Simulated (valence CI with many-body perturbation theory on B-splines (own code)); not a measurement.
# Valence orbitals of Cl+

Level of theory: valence CI with perturbative core correlation (CI+MBPT): six valence electrons over a frozen Dirac-Fock core [Ne], radial functions for each j: 9 s, 9 p, 8 d, 6 f, 3 g, 1 h, with the one-electron correlation potential Σ1 (screened to all orders), the two-electron term Σ2, the three-electron term Σ3, Breit, model QED; selected single and double excitations, second order for the rest, scaled by the run's own slope (own B-spline code, finite nucleus).

Against 32 measured levels this calculation errs by 179 cm⁻¹ on average and by 395 at most. Among the levels kept, up to 2000 cm⁻¹ of a level comes from second order outside the variational space, and about a tenth of that is noise between levels of different J, which matters for small intervals.

These are the spectroscopic orbitals of the CI (the correlating ones are not listed), shaped by the core and the other valence electrons. h is the expectation value of the core's Dirac-Fock operator, without the valence repulsion; Σ1 is computed up to l = 3 at one energy for each symmetry, that of its lowest orbital but kept below the first core excitation, so for empty shells it is not the orbital's own correlation shift; Breit and QED include the response of the core.

| Orbital | h (hartree) | Σ1 (cm⁻¹) | Breit (cm⁻¹) | QED (cm⁻¹) | ⟨r⟩ (bohr) |
| --- | --- | --- | --- | --- | --- |
| 3s1/2 | -4.0695 | -3153 | 84.7 | 55.4 | 1.504 |
| 4s1/2 | -1.6969 | -413 | 12.9 | 8.5 | 4.201 |
| 5s1/2 | -0.88599 | -123 | 4.0 | 2.6 | 8.594 |
| 6s1/2 | -0.54723 | -54.4 | 1.8 | 1.2 | 14.44 |
| 3p1/2 | -3.4425 | -2534 | 100 | -5.5 | 1.712 |
| 4p1/2 | -1.3986 | -304 | 13.5 | -0.7 | 5.118 |
| 5p1/2 | -0.76536 | -107 | 4.9 | -0.3 | 10.05 |
| 6p1/2 | -0.48611 | -51.0 | 2.3 | -0.1 | 16.43 |
| 3p3/2 | -3.4325 | -2502 | 56.5 | -2.9 | 1.719 |
| 4p3/2 | -1.3958 | -302 | 7.7 | -0.4 | 5.130 |
| 5p3/2 | -0.7642 | -106 | 2.8 | -0.1 | 10.06 |
| 6p3/2 | -0.48553 | -50.7 | 1.3 | -0.1 | 16.45 |
| 3d3/2 | -2.2097 | -924 | 4.1 | -0.5 | 2.899 |
| 4d3/2 | -0.99118 | -227 | 1.1 | -0.1 | 7.790 |
| 5d3/2 | -0.59163 | -100 | 0.5 | -0.1 | 13.87 |
| 3d5/2 | -2.209 | -921 | 0.0 | -0.4 | 2.900 |
| 4d5/2 | -0.99093 | -226 | 0.0 | -0.1 | 7.792 |
| 5d5/2 | -0.59153 | -100 | 0.0 | -0.1 | 13.87 |
| 4f5/2 | -0.75863 | -3.8 | 0.0 | 0.0 | 8.911 |
| 5f5/2 | -0.48666 | -2.4 | 0.0 | 0.0 | 15.60 |
| 4f7/2 | -0.75864 | -3.8 | 0.0 | 0.0 | 8.911 |
| 5f7/2 | -0.48667 | -2.4 | 0.0 | 0.0 | 15.60 |
| 5g7/2 | -0.48015 |  | 0.0 | 0.0 | 13.74 |
| 5g9/2 | -0.48015 |  | 0.0 | 0.0 | 13.74 |

Among the shells of the start configuration 3s2 3p4, Σ1 is largest in size for 3s1/2, where it is 0.35 % of h.

Lowest root of each symmetry, sizes in configuration state functions:

```
J  Parity  Roots  Reference  Variational  Second order  Change by selected CI (cm⁻¹)  Change by second order (cm⁻¹)
0    even      4         16       142361       3553476                        -37531                           -354
1    even      4         38       102395      10195252                        -36928                           -972
2    even      5         47        94986      14019854                        -36762                          -1105
3    even      2         35        90530      12838109                        -35883                          -1117
0     odd      4         16       123002       2544783                        -34130                           -375
1     odd      7         42       104993       7043299                        -33406                          -1045
2     odd      8         48       103118      10458996                        -32979                          -1447
3     odd      6         39        92268      11512761                        -32189                          -1563
4     odd      4         25        86361      12947784                        -32550                          -1223
5     odd      2         12       100473      20177838                        -36316                          -1532
```
